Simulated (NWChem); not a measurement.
Everything below was run with NWChem. System: SSn, charge 0, spin multiplicity 1, at a geometry optimised with PBE0/def2-SVP with def2 effective core potentials on Sn. The structure started from a generated list of species. Level: CCSD(T)/def2-TZVP with def2 effective core potentials on Sn, 9 core orbitals frozen.

Output (cleaned and shortened):

```
             Northwest Computational Chemistry Package (NWChem) 7.3.0
             --------------------------------------------------------

                                NWChem Input Module
                                -------------------

 Scaling coordinates for geometry "geometry" by  1.889725989
 (inverse scale =  0.529177249)

 Turning off AUTOSYM since
 SYMMETRY directive was detected!

                             Geometry "geometry" -> ""
                             -------------------------

 Output coordinates in angstroms (scale by  1.889725989 to convert to a.u.)

  No.       Tag          Charge          X              Y              Z
 ---- ---------------- ---------- -------------- -------------- --------------
    1 Sn                  50.0000     0.00000000     0.00000000     0.53880000
    2 S                   16.0000     0.00000000     0.00000000    -1.68375000

 Effective nuclear repulsion energy (a.u.)     190.4757144720

            Nuclear Dipole moment (a.u.)
            ----------------------------
        X                 Y               Z
 ---------------- ---------------- ----------------
     0.0000000000     0.0000000000    -0.0000000000

      Symmetry information
      --------------------

 Group name             C2v
 Group number             16
 Group order               4
 No. of unique centers     2

      Symmetry unique atoms

     1    2


 Summary of "ao basis" -> "" (spherical)
 ------------------------------------------------------------------------------
       Tag                 Description            Shells   Functions and Types
 ---------------- ------------------------------  ------  ---------------------
 *                         def2-tzvp                  on all atoms

 Summary of "ao basis" -> "ao basis" (spherical)
 ------------------------------------------------------------------------------
       Tag                 Description            Shells   Functions and Types
 ---------------- ------------------------------  ------  ---------------------
 Sn                        def2-tzvp                16       50   6s5p3d2f
 S                         def2-tzvp                13       37   5s5p2d1f

                                 NWChem SCF Module
                                 -----------------

  ao basis        = "ao basis"
  functions       =    87
  atoms           =     2
  closed shells   =    19
  open shells     =     0
  charge          =   0.00
[...]
     2   0 0 2    -32.696987      0.000000    184.791667

                   NWChem Extensible Many-Electron Theory Module
                   ---------------------------------------------


            General Information
            -------------------
      Number of processors :     1
         Wavefunction type : Restricted Hartree-Fock
          No. of electrons :    38
           Alpha electrons :    19
            Beta electrons :    19
           No. of orbitals :   174
            Alpha orbitals :    87
             Beta orbitals :    87
        Alpha frozen cores :     9
         Beta frozen cores :     9
     Alpha frozen virtuals :     0
      Beta frozen virtuals :     0
         Spin multiplicity : singlet
    Number of AO functions :    87
       Number of AO shells :    29
        Use of symmetry is : on
      Symmetry adaption is : on
         Schwarz screening : 0.10D-09

          Correlation Information
          -----------------------
          Calculation type : Coupled-cluster singles & doubles w/ perturbation
   Perturbative correction : (T)
            Max iterations :      100
        Residual threshold : 0.10D-05
     T(0) DIIS level shift : 0.00D+00
     L(0) DIIS level shift : 0.00D+00
     T(1) DIIS level shift : 0.00D+00
     L(1) DIIS level shift : 0.00D+00
     T(R) DIIS level shift : 0.00D+00
     T(I) DIIS level shift : 0.00D+00
   CC-T/L Amplitude update :  5-th order DIIS
                I/O scheme : Global Array Library
        L-threshold :  0.10D-05
        EOM-threshold :  0.10D-05
 no EOMCCSD initial starts read in
 TCE RESTART OPTIONS
 SLICE:      F
 D4D5:       F
 quantumc:   F
 qrotation:  F
 pwtce:      F
 qducc:      F
 nacto:                         0
 nrotv:                         0
 nrot:                          0

            Memory Information
            ------------------
          Available GA space size is     249029231 doubles
          Available MA space size is     104836644 doubles

 Maximum block size supplied by input
 Maximum block size        24 doubles

 tile_dim =     17

 -------------------------------------------------

 Global array virtual files algorithm will be used

 Parallel file system coherency ......... OK

 4-electron integrals stored in orbital form

 v2    file size   =          2095745
 4-index algorithm nr.  13 is used
 imaxsize =       30
 imaxsize ichop =        0


CCSD iterations
 ---------------------------------------------------------
 Iter          Residuum       Correlation     Cpu    Wall
 ---------------------------------------------------------
    1   0.1469853099203  -0.4687203228364     0.7     0.7
    2   0.0351852998959  -0.4595796194051     0.7     0.7
    3   0.0116967637111  -0.4689014750452     0.8     0.8
    4   0.0070984517407  -0.4688205812002     0.7     0.7
    5   0.0027254050965  -0.4699155991592     0.7     0.7
    6   0.0015673615361  -0.4700725332634     0.8     0.8
    7   0.0012639355531  -0.4700638206688     0.7     0.7
    8   0.0005720519508  -0.4701153950600     0.8     0.8
    9   0.0005377090223  -0.4700960610582     0.8     0.8
   10   0.0002561121926  -0.4701300975667     0.7     0.7
   11   0.0000347361910  -0.4701429695424     0.7     0.7
   12   0.0000131000865  -0.4701433276507     0.8     0.8
   13   0.0000065004215  -0.4701435986802     0.7     0.7
   14   0.0000034332300  -0.4701436673731     0.8     0.8
   15   0.0000018916212  -0.4701436130276     0.7     0.7
   16   0.0000006796326  -0.4701436037140     0.7     0.7
 -----------------------------------------------------------------
 Iterations converged
 CCSD correlation energy / hartree =        -0.470143603714007
 CCSD total energy / hartree       =      -611.407258024504245

 Singles contributions

 Doubles contributions
 CCSD(T)
 Using plain CCSD(T) code
             total no. of tasks          925
 total no. of tasks / no. procs          925
                         wl_min          343           2.6
                         wl_max       505750           8.9
        thresh for no. of tasks          925

 CCSD[T]  correction energy / hartree =        -0.025412088608090
 CCSD[T] correlation energy / hartree =        -0.495555692322098
 CCSD[T] total energy / hartree       =      -611.432670113112295
 CCSD(T)  correction energy / hartree =        -0.023210300858600
 CCSD(T) correlation energy / hartree =        -0.493353904572608
 CCSD(T) total energy / hartree       =      -611.430468325362881

 Task  times  cpu:       43.7s     wall:       43.7s

 Total times  cpu:       43.8s     wall:       43.8s
```

Problem. Write an NWChem input that would produce this output.

Solution. Several could match; the one computed here: 
```
start mol
memory heap 100 mb stack 700 mb global 1900 mb
geometry units angstroms nocenter noautoz
  Sn     0.000000     0.000000     0.538800
  S      0.000000     0.000000    -1.683750
  symmetry group C2v
end
basis spherical
  * library def2-tzvp
end
ecp
  Sn library def2-ecp
end
scf
  rhf
  nopen 0
  maxiter 100
  thresh 1e-7
  semidirect memsize 60000000 filesize 0
end
tce
  freeze core 9
  ccsd(t)
  2eorb
  2emet 13
  thresh 1e-6
  maxiter 100
  tilesize 24
end
task tce energy
```
